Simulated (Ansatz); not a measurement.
This geometry of CH$_{9}$BOSi$_{2}$ (14 atoms, charge 0, multiplicity 1) is a first-order saddle point.

Computed with Ansatz 0.2.0, RKS BLYP-D4/6-31G.

```xyz
14
Properties=species:S:1:pos:R:3
B -2.159 0.345 0.638
O -0.918 0.240 1.219
C 0.402 0.277 0.505
Si 0.411 1.090 -1.279
Si 1.154 -1.539 0.536
H -3.091 0.265 1.386
H -2.287 0.510 -0.547
H 1.038 0.910 1.147
H -0.251 2.446 -1.262
H 1.876 1.252 -1.620
H -0.234 0.215 -2.321
H 0.148 -2.469 1.162
H 2.439 -1.559 1.332
H 1.458 -2.011 -0.868
```

Which two structures does it join? (They come from a converged band through this point; their orientation in space is the band's.)

No bond is made or broken. The dihedral Si4–C3–Si5–H13 goes from 52 to 173°. The two ends are copies of one structure, up to a mirror image or an exchange of like atoms.

Initial state:

```xyz
14
Properties=species:S:1:pos:R:3
B -2.145 0.265 0.497
O -0.950 0.294 1.180
C 0.416 0.287 0.547
Si 0.546 1.183 -1.191
Si 1.022 -1.568 0.547
H -3.130 0.238 1.177
H -2.179 0.272 -0.706
H 1.044 0.858 1.252
H -0.258 2.459 -1.177
H 2.010 1.510 -1.383
H 0.092 0.307 -2.331
H 1.041 -2.106 1.955
H 2.411 -1.649 -0.046
H 0.067 -2.379 -0.293
```

Final state:

```xyz
14
Properties=species:S:1:pos:R:3
B -2.064 0.335 0.743
O -0.793 0.379 1.269
C 0.483 0.310 0.473
Si 0.406 1.099 -1.318
Si 1.064 -1.553 0.509
H -2.957 0.367 1.539
H -2.248 0.276 -0.445
H 1.201 0.909 1.060
H -0.370 2.393 -1.281
H 1.839 1.381 -1.711
H -0.202 0.171 -2.338
H -0.001 -2.396 -0.147
H 1.265 -2.006 1.933
H 2.362 -1.695 -0.255
```

How far does it lie above each of them?

0.076 eV above the first and 0.076 eV above the second. This is the barrier of this one path; another mechanism may lie lower. Limits of this set-up: no polarisation functions.

Time of the run: 10 min on 1 thread of Arm Neoverse V2 (shared host), peak memory 0.13 GiB.
